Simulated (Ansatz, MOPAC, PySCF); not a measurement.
Torsion H4–S1–Si2–I3 in HISSi (SMILES S[Si]I); at each angle all else is relaxed with GFN2-xTB, and the levels are single points there.
Geometry at 180° (charge 0, multiplicity 1):
```xyz
4

S     -1.3050     0.4472     0.4993
Si     0.6233     0.9406    -0.3733
I      1.1301     2.9769     0.9600
H     -1.5068    -0.6303    -0.2503
```

On the grid 0° to 330°, 270° is the highest and 180° the lowest point at CCSD(T)/CBS(def2-TZVPP, def2-QZVPP).

Cores are frozen in the correlated methods. Filled d and f shells under p-block atoms count as core. CBS: X⁻³ extrapolation of the correlation energy, Hartree–Fock from the larger set. Rows in 3-21G, LANL2DZ, STO-3G carry no dispersion term and start afresh at each structure; the Pople sets are all-electron and without relativity. LANL2DZ brings its own core potentials from Na on. The state that AM1, PM3, PM6, PM7 reach isn't checked; PM7 holds dispersion and hydrogen-bond terms.

Codes used: Ansatz (a quantum-chemistry and plane-wave program) with Gaussian orbitals; MOPAC for AM1, PM3, PM6, PM7 (differences of heats of formation); PySCF for 3-21G rows, LANL2DZ rows, STO-3G rows, the dispersion terms.  In def2 rows elements past Kr take small-core potentials, without spin–orbit coupling.

Other levels give for the energy at 270° less that at 180°: PBE/def2-TZVPP 51.0; B3LYP/def2-TZVPP 50.5; B3LYP-D3(BJ)/def2-TZVPP 50.5; wB97M-V/def2-TZVPP 51.5; CCSD(T)/CBS(def2-TZVPP, def2-QZVPP) 50.7 kJ/mol.

Task: What do these common cheap choices give for the same quantity: AM1, PM3, PM6, PM7, HF/STO-3G, HF/3-21G, B3LYP/3-21G, B3LYP/LANL2DZ?

Result: AM1 44.9; PM3 33.9; PM6 17.7; PM7 -19.8; HF/STO-3G 50.1; HF/3-21G 44.7; B3LYP/3-21G 48.4; B3LYP/LANL2DZ 50.2 kJ/mol. They span -19.8 to 50.2 kJ/mol.
